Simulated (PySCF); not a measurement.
**TDDFT excited states: Cl3STa**

Compound: TaSCl3 (singlet state).
SMILES: `[S]=[Ta]([Cl])([Cl])[Cl]`

Method: PySCF, TDDFT CAM-B3LYP/def2-SVPD, vertical, gas phase, core orbitals frozen in the response, def2 core potentials past Kr. Geometry: PBE0-D3(BJ)/def2-SVP; no solvent, vibrations or thermal averaging. Spin–orbit coupling is left out.

```
state  E (eV)  E (hartree)       f  |μ| (D)  symmetry   main configurations (H = HOMO, L = LUMO)
   S1    3.74       0.1374  0.0000     0.03         –                   H→L (52%), H-1→L+1 (39%)
   S2    3.96       0.1456  0.0050     0.58         E    H→L+1 (34%), H-1→L (31%), H-1→L+1 (18%)
   S3    3.96       0.1457  0.0053     0.60         E      H-1→L+1 (37%), H→L (28%), H-1→L (17%)
   S4    4.22       0.1550   0.016     1.01        A1                   H-1→L (42%), H→L+1 (41%)
   S5    4.74       0.1742  0.0000     0.02         –                 H-1→L+2 (52%), H→L+3 (38%)
   S6    4.85       0.1784  0.0002     0.11         –       H-2→L (52%), H→L+3 (15%), H→L+2 (9%)
   S7    4.86       0.1787  0.0006     0.18         –  H-2→L+1 (46%), H→L+2 (14%), H-1→L+3 (14%)
   S8    5.00       0.1836  0.0001     0.07         –    H-2→L (42%), H→L+2 (16%), H-1→L+3 (13%)
   S9    5.00       0.1837  0.0004     0.14         –  H-2→L+1 (48%), H→L+3 (16%), H-1→L+2 (12%)
```

Triplets (Tamm–Dancoff): T1 3.33 eV, H-1→L (38%), H→L+1 (34%), H→L+2 (10%); T2 3.52 eV, H→L (34%), H-1→L+1 (24%), H→L+1 (15%); T3 3.53 eV, H→L+1 (30%), H-1→L (28%), H→L (16%); T4 3.72 eV, H-1→L+1 (53%), H→L (40%).

The lowest singlet comes at 331 nm (361 kJ/mol) in the ultraviolet; it is dark (f under 0.0005); its leading configuration is HOMO→LUMO (52%). The most intense listed level is S4 at 4.22 eV (294 nm, f = 0.016), 0.48 eV above S1. S2/S3, S6/S7 and S8/S9 lie within about 0.01 eV of each other in each set; the point group C3v has degenerate representations, and within a degenerate level the listed configurations can mix freely. For S1 the Löwdin share of tantalum is 16% in HOMO and 64% in LUMO; for S4 the Löwdin share of tantalum is 17% in HOMO-1 and 64% in LUMO. Weighted by f, the mean energy of these states is 4.15 eV. Orbital energies (eV): HOMO-3 -11.35, HOMO-2 -10.82, HOMO-1 -9.68, HOMO -9.67, LUMO -2.06, LUMO+1 -2.05, LUMO+2 -1.01. Symmetry labels in C3v follow from the direction of the transition dipole and are given only for states with f of 0.002 or more. Orbitals of the list HOMO-3 to LUMO+2 that lie within 0.01 eV of each other are written together with a slash and their weights summed (≥ marks a lower bound); for degenerate orbitals outside that list single weights are arbitrary. The window holds the lowest 10 singlets. The highest level found (5.18 eV, f 0.0084 so far) is left out, since the window may have cut off a degenerate partner.
